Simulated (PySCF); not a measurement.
Assignment exercise: C₄HF₅

Structure with atom numbers: `[F:1][CH:2]([F:3])[C:4]#[C:5][C:6]([F:7])([F:8])[F:9]`. Hydrogens are named by the atom that carries them.

[PySCF: NMR shieldings at PBE0/pcSseg-1/GIAO; coordinates at the PBE0-D3(BJ)/def2-SVP level; spin–spin couplings from B3LYP/pcJ-1 (spin–dipole term only in couplings to heteroatoms); equivalent nuclei averaged; relativity neglected; one conformer; in vacuum]

δ = σ(ref) − σ, references computed at the same level: ¹³C (184.41 ppm) vs TMS.

Q: Assign these signals to the numbered atoms. ¹³C{¹H} NMR (computed): δ 118.9 (C, q, J = 328.2 Hz), 106.2 (CH, t, J = 303.9 Hz), 82.5 (C, tq, J = 36.2, 5.1 Hz), 80.8 (C, qt, J = 58.7, 5.2 Hz).

A: 
| δ (ppm) | atoms | environment | reason |
| --- | --- | --- | --- |
| 118.9 | C6 | CF3 carbon | 3 electronegative neighbours deshield it |
| 106.2 | C2 | propargylic sp3 CH bonded to 2 F | 2 electronegative neighbours deshield it |
| 82.5 | C4 | alkyne carbon | sp carbons lie upfield of alkene carbons because the cylindrical π system leaves one tensor component strongly shielded |
| 80.8 | C5 | alkyne carbon | – |

C4 and C5 lie closer than the usual error of such a calculation, so a measured spectrum could show them in the other order.

C–F couplings over four or more bonds (about 3 Hz to the para carbon of a fluoroarene) are left out. Common functionals overestimate the size of one-bond C–F couplings by tens of Hz; these are unscaled. Shifts are as computed. Against solution values, carbons near 30 ppm lie about +2 ppm off and those near 130 ppm about +5 ppm. Of 1313 compounds with measured shifts, 239 miss one by over three times the rms of a fit or turn the order of signals round; such compounds aren't used in these exercises.
